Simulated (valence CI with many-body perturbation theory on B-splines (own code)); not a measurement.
The numbers below are computed, except where a source is named.
From CI to CI+MBPT in Pm XXXIX

Level of theory: configuration interaction combined with many-body perturbation theory (CI+MBPT): five valence electrons over a frozen Dirac-Fock core [Ar], radial functions for each j: 7 s, 7 p, 8 d, 6 f, 4 g, 1 h, with the one-electron correlation potential Σ1 (screened to all orders), the two-electron term Σ2, the three-electron term Σ3, Breit, model QED; selected single and double excitations, second order for the rest (own B-spline code, finite nucleus).

No measured spectrum was set against this ion. As an estimate, large intervals hold to a few tenths of a per cent, small ones and those within an open d or f shell to about a per cent. Only levels of the ground parity were solved; by the run's estimate the other parity begins above the list, which can be wrong where configurations are misplaced.

Each rung adds one term. CI alone is the Dirac-Coulomb CI over the frozen core; QED comes last and gives the full result, which names the levels. Energies are above (3d3/2^4 3d5/2) J=5/2 on the same rung, in cm⁻¹.

Levels are named by their leading jj configuration (3d3/2^4 stands for four electrons in 3d with j = 3/2), which in mixed levels can hold well under half, so a name can repeat and another be missing. Letters in brackets count levels of one name in rising energy.

```
                      Level  CI alone
(3d3/2^3 3d5/2^2) J=5/2 [a]    153871
(3d3/2^3 3d5/2^2) J=7/2 [a]    235775
(3d3/2^3 3d5/2^2) J=3/2 [a]    242234
   (3d3/2^3 3d5/2^2) J=11/2    250466
    (3d3/2^3 3d5/2^2) J=9/2    275743
(3d3/2^3 3d5/2^2) J=5/2 [b]    288911
    (3d3/2^3 3d5/2^2) J=1/2    299390
(3d3/2^3 3d5/2^2) J=7/2 [b]    329263
(3d3/2^2 3d5/2^3) J=5/2 [a]    386597
(3d3/2^3 3d5/2^2) J=3/2 [b]    399846
(3d3/2^2 3d5/2^3) J=7/2 [a]    432812
   (3d3/2^2 3d5/2^3) J=11/2    441385
(3d3/2^2 3d5/2^3) J=9/2 [a]    455657
(3d3/2^2 3d5/2^3) J=1/2 [a]    467604
   (3d3/2^2 3d5/2^3) J=13/2    478880
(3d3/2^2 3d5/2^3) J=3/2 [a]    477293
```

What do these energies become with core correlation, Breit and QED?

(3d3/2^3 3d5/2^2) J=5/2 [a] 154998 (+1127); (3d3/2^3 3d5/2^2) J=7/2 [a] 231961 (-3814); (3d3/2^3 3d5/2^2) J=3/2 [a] 239583 (-2651); (3d3/2^3 3d5/2^2) J=11/2 242407 (-8059); (3d3/2^3 3d5/2^2) J=9/2 269484 (-6260); (3d3/2^3 3d5/2^2) J=5/2 [b] 283640 (-5271); (3d3/2^3 3d5/2^2) J=1/2 294847 (-4543); (3d3/2^3 3d5/2^2) J=7/2 [b] 321137 (-8126); (3d3/2^2 3d5/2^3) J=5/2 [a] 384282 (-2315); (3d3/2^3 3d5/2^2) J=3/2 [b] 395052 (-4794); (3d3/2^2 3d5/2^3) J=7/2 [a] 426798 (-6015); (3d3/2^2 3d5/2^3) J=11/2 433261 (-8124); (3d3/2^2 3d5/2^3) J=9/2 [a] 447075 (-8582); (3d3/2^2 3d5/2^3) J=1/2 [a] 463263 (-4341); (3d3/2^2 3d5/2^3) J=13/2 465917 (-12963); (3d3/2^2 3d5/2^3) J=3/2 [a] 472812 (-4480).

How does the ionisation energy move along the ladder, and which term matters most?

CI alone 2743.4, + Σ1 2745.7, + Σ2 2755.9, + Σ3 2756.1, + Breit 2755.4, + QED 2755.4 eV. The largest step is Σ2, 10.2 eV. NIST lists 2755 ± 4 eV (theoretical).
